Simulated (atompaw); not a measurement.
# Reading a pseudo-wave (Os)

Columns: radius, all-electron u(r) and pseudo u(r) of the 6p shell (level -1.73 eV) of osmium in the configuration [Xe] 4f14 5d6 6s1.5 6p0.5; PBE, scalar-relativistic, PAW (atompaw) scheme, atompaw 4.2.0.5.

```csv
r (bohr),all-electron,pseudo
0.115,-0.0694,0.0015
0.231,0.0161,0.0062
0.346,0.1211,0.0137
0.462,0.0702,0.0243
0.577,-0.0403,0.0375
0.692,-0.1358,0.0532
0.808,-0.1906,0.0714
0.923,-0.2036,0.0915
1.038,-0.1843,0.1133
1.154,-0.1426,0.1370
1.269,-0.0880,0.1616
1.385,-0.0265,0.1873
1.500,0.0360,0.2134
1.615,0.0971,0.2399
1.731,0.1552,0.2665
1.846,0.2084,0.2927
1.962,0.2570,0.3185
2.077,0.3001,0.3432
2.192,0.3380,0.3669
2.308,0.3714,0.3895
2.423,0.3999,0.4103
2.538,0.4241,0.4295
2.654,0.4445,0.4468
2.769,0.4611,0.4618
2.885,0.4745,0.4746
3.000,0.4848,0.4848
```

(1) How many radial nodes do the two functions have?

(2) Is the pseudo-wave norm-conserving?

## Answers

(1) The all-electron 6p function has n − l − 1 = 4 (the table is too coarse to show those close to the nucleus); the pseudo-wave has 0, since the states of the same l below it are removed with the core.

(2) No, it belongs to a PAW set: the norm inside the radius is not constrained, and the difference is carried by the augmentation charge.
